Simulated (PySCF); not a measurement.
Si(F)2(Cl)(Me) (CH3ClF2Si), SMILES C[Si](F)(F)Cl. Atoms are numbered in the order given.

```xyz
8

C     -1.5042    -1.2647     0.0000
Si     0.0712    -0.3222     0.0000
F      0.9645    -0.6866     1.2874
F      0.9645    -0.6866    -1.2874
Cl    -0.2255     1.6965     0.0000
H     -2.0985    -1.0187     0.8922
H     -2.0985    -1.0187    -0.8922
H     -1.3017    -2.3464     0.0000
```

The structure is a stationary point at PBE0-D3(BJ)/def2-SVP.

Two levels are set side by side: PBE/pcSseg-1 (PySCF) and B3LYP/pcSseg-1 (PySCF). GIAO shifts against CFCl3 (¹⁹F), HCl (³⁵Cl), TMS (²⁹Si), TMS (¹H), TMS (¹³C) at the same level; non-relativistic, no solvent, atoms listed together averaged. Without spin–orbit terms, shifts of atoms bonded to Cl or Br come out too high at both levels. Differences are taken from unrounded values.

| quantity | B3LYP |
|---|---|
| δ(¹³C) of C1 (ppm) | 0.4 |
| δ(²⁹Si) of Si2 (ppm) | -12.7 |
| δ(¹⁹F) of F3, F4 (ppm) | -132.9 |
| δ(³⁵Cl) of Cl5 (ppm) | 66.5 |
| δ(¹H) of H6, H7, H8 (ppm) | 0.82 |

**Question.** What does PBE give, and how far is it from B3LYP? (The exact figures need the calculation; the answer reports its results.)

**Answer.** 
```tsv
quantity	PBE	PBE minus B3LYP
δ(¹³C) of C1 (ppm)	0.7	0.3
δ(²⁹Si) of Si2 (ppm)	-7.2	5.5
δ(¹⁹F) of F3, F4 (ppm)	-143.9	-10.9
δ(³⁵Cl) of Cl5 (ppm)	88.5	22.0
δ(¹H) of H6, H7, H8 (ppm)	0.79	-0.03
```

Rough cost on one machine, each run with all the roots and properties that it gave: B3LYP against PBE within a factor of 2.
